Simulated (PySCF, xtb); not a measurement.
F₂H₂OSeSi, SMILES O[Si](F)(F)[SeH]. The values are those of a single conformer.

Harmonic wavenumbers (cm⁻¹) from xtb with GFN2-xTB at its own minimum, in rising order: 99, 133, 145, 199, 227, 239, 252, 426, 636, 752, 826, 923, 987, 2065, 3672.

**Question.** What does PBE-D3(BJ)/def2-SVP (PySCF 2.14.0) give at its own minimum? (The exact figures need the calculation; the answer reports its results.)

**Answer.** 142, 160, 166, 248, 271, 297, 327, 458, 644, 784, 807, 953, 965, 2358, 3769. Paired by order, the mean absolute difference is 57 cm⁻¹ and the zero-point energies are 16.6 and 17.7 kcal/mol.
